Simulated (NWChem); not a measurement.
System: THF (C₄H₈O); SMILES C1OCCC1

Input file for NWChem:

```
start job
memory heap 200 mb stack 900 mb global 1100 mb
geometry units angstroms noautosym nocenter noautoz
  C     -0.749675     0.971165    -0.222926
  C      0.709059     1.001576     0.221622
  C      1.161945    -0.409671    -0.137284
  O      0.025536    -1.236910    -0.000651
  C     -1.143493    -0.456953     0.138388
  H     -1.377643     1.726554     0.271451
  H     -0.823013     1.131082    -1.310985
  H      1.305560     1.781546    -0.273537
  H      0.775247     1.166114     1.309456
  H      1.967233    -0.783370     0.517129
  H      1.537368    -0.450355    -1.179026
  H     -1.514179    -0.511712     1.181226
  H     -1.934379    -0.864327    -0.513412
end
basis spherical
  * library def2-tzvp
end
dft
  xc b3lyp
  iterations 150
  semidirect filesize 400000000
end
cosmo
  do_cosmo_smd true
  solvent water
end
task dft energy
```

NWChem printed, in part:

```
             Northwest Computational Chemistry Package (NWChem) 7.3.0
             --------------------------------------------------------

                             Geometry "geometry" -> ""
                             -------------------------

 Output coordinates in angstroms (scale by  1.889725989 to convert to a.u.)

  No.       Tag          Charge          X              Y              Z
 ---- ---------------- ---------- -------------- -------------- --------------
    1 C                    6.0000    -0.74967500     0.97116500    -0.22292600
    2 C                    6.0000     0.70905900     1.00157600     0.22162200
    3 C                    6.0000     1.16194500    -0.40967100    -0.13728400
    4 O                    8.0000     0.02553600    -1.23691000    -0.00065100
    5 C                    6.0000    -1.14349300    -0.45695300     0.13838800
    6 H                    1.0000    -1.37764300     1.72655400     0.27145100
    7 H                    1.0000    -0.82301300     1.13108200    -1.31098500
    8 H                    1.0000     1.30556000     1.78154600    -0.27353700
    9 H                    1.0000     0.77524700     1.16611400     1.30945600
   10 H                    1.0000     1.96723300    -0.78337000     0.51712900
   11 H                    1.0000     1.53736800    -0.45035500    -1.17902600
   12 H                    1.0000    -1.51417900    -0.51171200     1.18122600
   13 H                    1.0000    -1.93437900    -0.86432700    -0.51341200

 Effective nuclear repulsion energy (a.u.)     191.3794288857

                                 NWChem DFT Module
                                 -----------------

 Summary of "ao basis" -> "ao basis" (spherical)
 ------------------------------------------------------------------------------
       Tag                 Description            Shells   Functions and Types
 ---------------- ------------------------------  ------  ---------------------
 C                         def2-tzvp                11       31   5s3p2d1f
 O                         def2-tzvp                11       31   5s3p2d1f
 H                         def2-tzvp                 4        6   3s1p

 in cosmo_initialize ...
 calling solv_data for solv:h2o

 solvent parameters
 solvname_short: h2o
 solvname_long:  water
 dielec:       78.4000
 dielecinf:     1.7769
 aqueous SMD model solvent descriptors
 dielec:       78.4000
 sola:          0.8200

          ---------------
          -cosmo- solvent
          ---------------
 Cosmo: York-Karplus, doi: 10.1021/jp992097l
 dielectric constant -eps-     =  78.40
 screen = (eps-1)/(eps    )    =   0.98724
 surface charge correction     = lagrangian

   van der Waals surface
 --------------------------

 ---------- ATOMIC COORDINATES (A.U.) ------------ VDWR(ANG.) --
     1   -1.41668033    1.83523574   -0.42126906     1.850
     2    1.33992722    1.89270420    0.41880485     1.850
     3    2.19575766   -0.77416594   -0.25942914     1.850
     4    0.04825604   -2.33742097   -0.00123021     1.520
     5   -2.16088844   -0.86351596    0.26151540     1.850
     6   -2.60336778    3.26271396    0.51296801     1.200
     7   -1.55526906    2.13743505   -2.47740243     1.200
     8    2.46715066    3.36663378   -0.51690998     1.200
     9    1.46500440    2.20363593    2.47451303     1.200
    10    3.71753133   -1.48035465    0.97723211     1.200
    11    2.90520426   -0.85104755   -2.22803607     1.200
    12   -2.86138341   -0.96699547    2.23219347     1.200
    13   -3.65544627   -1.63334119   -0.97020800     1.200
 number of segments per atom =        128
 number of   points per atom =        128
 atom (   nspa,  nppa )
 ----------------------
    1 (     45,     0 )       0
    2 (     44,     0 )       0
    3 (     44,     0 )       0
    4 (     48,     0 )       0
    5 (     48,     0 )       0
    6 (     56,     0 )       0
    7 (     54,     0 )       0
    8 (     55,     0 )       0
    9 (     55,     0 )       0
   10 (     55,     0 )       0
   11 (     54,     0 )       0
   12 (     53,     0 )       0
   13 (     56,     0 )       0
 number of -cosmo- surface points =      667
 molecular surface =    107.391 angstrom**2
 molecular volume  =     81.927 angstrom**3
 -lineq- algorithm             =   0
 -bem- low  level              =   3
 -bem- from -octahedral-
 gaussian surface charge width =   4.50000
 degree of switching           =   1.00000
 switching function tolerance  =   0.00010
 atomic radii =
 --------------
    1  6.000  1.850
    2  6.000  1.850
    3  6.000  1.850
    4  8.000  1.520
    5  6.000  1.850
    6  1.000  1.200
    7  1.000  1.200
    8  1.000  1.200
    9  1.000  1.200
   10  1.000  1.200
   11  1.000  1.200
   12  1.000  1.200
   13  1.000  1.200
 ...... end of -cosmo- initialization ......

 nat:                    13
 ixmem:                  9153
 calling mnsol_interface()
 G(SMD-CDS) energy (kcal/mol)  =     2.221
 SMD-CDS SASA (angstrom**2)    =   139.567

            General Information
            -------------------
          SCF calculation type: DFT
          Wavefunction type:  closed shell.
          No. of atoms     :    13
          No. of electrons :    40
           Alpha electrons :    20
            Beta electrons :    20
          Charge           :     0
          Spin multiplicity:     1
          Use of symmetry is: off; symmetry adaption is: off
          Maximum number of iterations: 150
          AO basis - number of functions:   203
                     number of shells:    87
          Convergence on energy requested:  1.00D-06
          Convergence on density requested:  1.00D-05
          Convergence on gradient requested:  5.00D-04

              XC Information
              --------------
                         B3LYP Method XC Potential
                     Hartree-Fock (Exact) Exchange  0.200
                        Slater Exchange Functional  0.800 local
                    Becke 1988 Exchange Functional  0.720 non-local
              Lee-Yang-Parr Correlation Functional  0.810
                  VWN I RPA Correlation Functional  0.190 local

             Grid Information
             ----------------
          Grid used for XC integration:  medium
          Radial quadrature: Mura-Knowles
          Angular quadrature: Lebedev.
          Tag              B.-S. Rad. Rad. Pts. Rad. Cut. Ang. Pts.
          ---              ---------- --------- --------- ---------
          C                   0.70       49          10.0       434
          O                   0.60       49          10.0       434
          H                   0.35       45          11.0       434
          Grid pruning is: on
          Number of quadrature shells:   605
          Spatial weights used:  Erf1

      Superposition of Atomic Density Guess
      -------------------------------------

 Sum of atomic energies:        -229.46809366

      Non-variational initial energy
      ------------------------------

 Total energy =    -232.901110
 1-e energy   =    -688.385274
 2-e energy   =     264.104734
 HOMO         =      -0.320810
 LUMO         =       0.074050

------------------------------------------------------------
EAF file 0: "./job.aoints.0" size=1250426880 bytes
------------------------------------------------------------
               write      read    awrite     aread      wait
               -----      ----    ------     -----      ----
     calls:     2385         0         0         0         0
   data(b): 1.25e+09  0.00e+00  0.00e+00  0.00e+00
   time(s): 0.00e+00  0.00e+00  0.00e+00  0.00e+00  0.00e+00
rate(mb/s): 0.00e+00  0.00e+00
------------------------------------------------------------

   convergence    iter        energy       DeltaE   RMS-Dens  Diis-err
 ---------------- ----- ----------------- --------- --------- ---------
     COSMO gas phase
 d= 0,ls=0.0,diis     1   -232.4698708515 -4.24D+02  4.25D-03  8.34D-01
 d= 0,ls=0.0,diis     2   -232.4941188949 -2.42D-02  2.73D-03  5.34D-01
 d= 0,ls=0.0,diis     3   -232.5275154387 -3.34D-02  9.31D-04  1.87D-01
 d= 0,ls=0.0,diis     4   -232.5421596747 -1.46D-02  1.93D-04  2.95D-03
 d= 0,ls=0.0,diis     5   -232.5424327359 -2.73D-04  7.73D-05  4.20D-04
  Resetting Diis
 d= 0,ls=0.0,diis     6   -232.5424829663 -5.02D-05  8.12D-06  3.45D-06
 d= 0,ls=0.0,diis     7   -232.5424833903 -4.24D-07  2.69D-06  1.84D-07

   convergence    iter        energy       DeltaE   RMS-Dens  Diis-err
 ---------------- ----- ----------------- --------- --------- ---------
     COSMO solvation phase
 d= 0,ls=0.0,diis     1   -232.5448184697 -2.34D-03  1.14D-03  4.44D-03
 d= 0,ls=0.0,diis     2   -232.5458595606 -1.04D-03  2.14D-04  2.78D-03
 d= 0,ls=0.0,diis     3   -232.5460591983 -2.00D-04  8.91D-05  9.85D-04
 d= 0,ls=0.0,diis     4   -232.5461377920 -7.86D-05  2.10D-05  1.37D-05
 d= 0,ls=0.0,diis     5   -232.5461389996 -1.21D-06  6.22D-06  4.97D-06
 d= 0,ls=0.0,diis     6   -232.5461395179 -5.18D-07  1.24D-06  1.21D-07

         Total DFT energy =     -232.546139517859
      One electron energy =     -693.777847694472
           Coulomb energy =      302.955208267584
    Exchange-Corr. energy =      -33.372470937122
 Nuclear repulsion energy =      191.379428885670

             COSMO energy =        0.269541960480

 Numeric. integr. density =       40.000066295374

                                COSMO-SMD solvation results
                                ---------------------------

             internal energy in gas <Psi(g)|H|Psi(g)> =      -232.542483390294
         internal energy in solvent <Psi(s)|H|Psi(s)> =      -232.540763216515
                               delta internal energy  =         0.001720173779 (    1.08 kcal/mol)
   total free energy in solvent <Psi(s)|H+V/2|Psi(s)> =      -232.549678423948
 polarization energy contribution <Psi(s)|V/2|Psi(s)> =        -0.008915207433 (   -5.59 kcal/mol)
    total free energy in solvent including G(SMD-CDS) =      -232.546139517859
                       G(SMD-CDS) energy contribution =         0.003538906088 (    2.22 kcal/mol)
     1 M fixed-concentration free energy of solvation =        -0.003656127565 (   -2.29 kcal/mol)

                       DFT Final Molecular Orbital Analysis
                       ------------------------------------

 Vector   18  Occ=2.000000D+00  E=-3.324475D-01
              MO Center= -1.4D-02,  6.8D-01, -1.7D-04, r^2= 3.2D+00
   Bfn.  Coefficient  Atom+Function         Bfn.  Coefficient  Atom+Function
  ----- ------------  ---------------      ----- ------------  ---------------
     8      0.205196   1 C  pz               39     -0.205251   2 C  pz
   163     -0.186355   7 H  s               175     -0.186310   9 H  s
    11      0.141047   1 C  pz               42     -0.141082   2 C  pz
   162     -0.123059   7 H  s               174     -0.123025   9 H  s
    70      0.120621   3 C  pz              132     -0.120694   5 C  pz

 Vector   19  Occ=2.000000D+00  E=-3.292385D-01
              MO Center=  7.3D-03, -3.4D-01, -3.5D-04, r^2= 2.6D+00
   Bfn.  Coefficient  Atom+Function         Bfn.  Coefficient  Atom+Function
  ----- ------------  ---------------      ----- ------------  ---------------
   100      0.293857   4 O  py              103      0.240368   4 O  py
   106      0.214797   4 O  py               69     -0.182807   3 C  py
   131     -0.182519   5 C  py                7      0.145971   1 C  py
    38      0.140987   2 C  py               37     -0.128207   2 C  px
    72     -0.126401   3 C  py              134     -0.126377   5 C  py

 Vector   20  Occ=2.000000D+00  E=-2.615706D-01
              MO Center=  1.9D-02, -8.8D-01,  4.4D-04, r^2= 2.2D+00
   Bfn.  Coefficient  Atom+Function         Bfn.  Coefficient  Atom+Function
  ----- ------------  ---------------      ----- ------------  ---------------
   101      0.395793   4 O  pz              104      0.327948   4 O  pz
   107      0.276266   4 O  pz              187      0.158308  11 H  s
   193     -0.158412  12 H  s               188      0.134222  11 H  s
   194     -0.134380  12 H  s                70     -0.126481   3 C  pz
   132     -0.126419   5 C  pz              181     -0.122123  10 H  s

 Vector   21  Occ=0.000000D+00  E= 3.460981D-02
              MO Center= -1.1D-02,  5.4D-01,  1.4D-03, r^2= 8.0D+00
   Bfn.  Coefficient  Atom+Function         Bfn.  Coefficient  Atom+Function
  ----- ------------  ---------------      ----- ------------  ---------------
     5      1.988167   1 C  s                36      1.994933   2 C  s
   164     -1.144639   7 H  s               176     -1.146669   9 H  s
   188     -0.933360  11 H  s               194     -0.933965  12 H  s
   158     -0.921038   6 H  s               170     -0.920270   8 H  s
   182     -0.830496  10 H  s               200     -0.830078  13 H  s

 Vector   22  Occ=0.000000D+00  E= 6.455335D-02
              MO Center= -1.3D-02,  6.6D-01, -9.8D-04, r^2= 7.7D+00
   Bfn.  Coefficient  Atom+Function         Bfn.  Coefficient  Atom+Function
  ----- ------------  ---------------      ----- ------------  ---------------
     5      2.187578   1 C  s                36     -2.179746   2 C  s
    67      1.913858   3 C  s               129     -1.919992   5 C  s
   164     -1.508623   7 H  s               176      1.506974   9 H  s
   188     -1.067848  11 H  s               194      1.068974  12 H  s
    44      0.793079   2 C  py               13     -0.783420   1 C  py

 Vector   23  Occ=0.000000D+00  E= 7.418648D-02
              MO Center= -1.3D-03,  2.3D-01,  5.5D-04, r^2= 9.6D+00
   Bfn.  Coefficient  Atom+Function         Bfn.  Coefficient  Atom+Function
  ----- ------------  ---------------      ----- ------------  ---------------
     5      3.130485   1 C  s                36     -3.118175   2 C  s
    67     -2.649902   3 C  s               129      2.637270   5 C  s
   182      1.325662  10 H  s               200     -1.320259  13 H  s
   188      1.149811  11 H  s               194     -1.146834  12 H  s
   164     -0.996632   7 H  s               176      0.992625   9 H  s

------------------------------------------------------------
EAF file 0: "./job.aoints.0" size=1518338048 bytes
------------------------------------------------------------
               write      read    awrite     aread      wait
               -----      ----    ------     -----      ----
     calls:     2896        12         0     34740     34740
   data(b): 1.52e+09  6.29e+06  0.00e+00  1.82e+10
   time(s): 0.00e+00  0.00e+00  0.00e+00  0.00e+00  0.00e+00
rate(mb/s): 0.00e+00  0.00e+00
------------------------------------------------------------

     Multipole analysis of the density
     ---------------------------------

     L   x y z        total         alpha         beta         nuclear
     -   - - -        -----         -----         ----         -------
     0   0 0 0     -0.000000    -20.000000    -20.000000     40.000000

     1   1 0 0     -0.020292     -0.017230     -0.017230      0.014169
     1   0 1 0      0.970187      0.544663      0.544663     -0.119140
     1   0 0 1      0.001024      0.004392      0.004392     -0.007759

     2   2 0 0    -21.630907    -81.324059    -81.324059    141.017211
     2   1 1 0      0.099574     -0.044609     -0.044609      0.188791
     2   1 0 1     -0.135040      0.269633      0.269633     -0.674307
     2   0 2 0    -26.411344    -78.907446    -78.907446    131.403548
     2   0 1 1     -0.005155      0.018861      0.018861     -0.042876
     2   0 0 2    -23.015665    -25.290610    -25.290610     27.565554
```

Level: B3LYP/def2-TZVP, SMD on the gas-phase geometry. Coordinates come from a PBE0/def2-SVP optimisation. Solvent: water.
